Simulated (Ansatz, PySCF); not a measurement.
This PySCF input computes a r2SCAN/def2-TZVPD energy:

```python
from pyscf import gto, scf, dft

mol = gto.M(
    atom='''
    Ge    0.00000000    0.00000000    0.00000000
    O     0.00000000    0.00000000    1.62404751
    O    -0.00000000   -0.00000000   -1.62404751
    ''',
    basis='def2-tzvpd',
    charge=0,
    spin=0,
    verbose=4,
)

mf = dft.RKS(mol, xc='r2scan').density_fit(auxbasis='def2-universal-jkfit')
mf.grids.level = 4
mf.conv_tol = 1e-9
mf.max_cycle = 100
mf.max_memory = 1500
mf.kernel()
if not mf.converged:
    mf = mf.newton()
    mf.kernel(mf.make_rdm1())
mf.analyze()
```

Task: Write an input for the same energy in Ansatz (an electronic-structure program) and say what it gives.

Result: 
Ansatz 0.2 input:
```yaml
crystal:
  periodic: [false, false, false]
  atoms:
    - {symbol: Ge, position_ang: [0.00000000, 0.00000000, 0.00000000]}
    - {symbol: O, position_ang: [0.00000000, 0.00000000, 1.62404751]}
    - {symbol: O, position_ang: [-0.00000000, -0.00000000, -1.62404751]}
basis:
  gaussian:
    orbitals: def2-TZVPD
hamiltonian:
  xc: {name: r2SCAN}
output: {forces: true}
```
It gives -2227.39940 Eh, and PySCF -2227.39949 Eh, a difference of 0.09 mEh, from the treatment of integrals and grids.
